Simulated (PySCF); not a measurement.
ClH₂NOSW, SMILES [NH]=[W](=[O])([SH])[Cl], multiplicity 1. Heavy atoms are numbered as in [W:1](=[O:2])(=[NH:3])([Cl:5])[SH:6]. Hydrogens are named by the atom that carries them.

Geometry: B3LYP-D3(BJ)/def2-SVP. The multiplicity is an assumed one; no other spin state was optimised. The structure was generated by enumeration; whether it is a known compound was not checked. The def2 effective core potentials stand for the cores of W; spin–orbit coupling is left out. Other conformers were not sampled.

The numbers are results of PySCF with ωB97X/def2-TZVP, not measurements.

Atomic charges (e), one atom of each kind:

```json
[
 {"atom": "W1", "Löwdin": "0.30", "Mulliken": "1.29"},
 {"atom": "O2", "Löwdin": "-0.28", "Mulliken": "-0.45"},
 {"atom": "N3 (NH)", "Löwdin": "-0.34", "Mulliken": "-0.58"},
 {"atom": "H on N3", "Löwdin": "0.16", "Mulliken": "0.27"},
 {"atom": "Cl5", "Löwdin": "0.04", "Mulliken": "-0.32"},
 {"atom": "S6 (SH)", "Löwdin": "0.05", "Mulliken": "-0.39"},
 {"atom": "H on S6", "Löwdin": "0.07", "Mulliken": "0.19"}
]
```
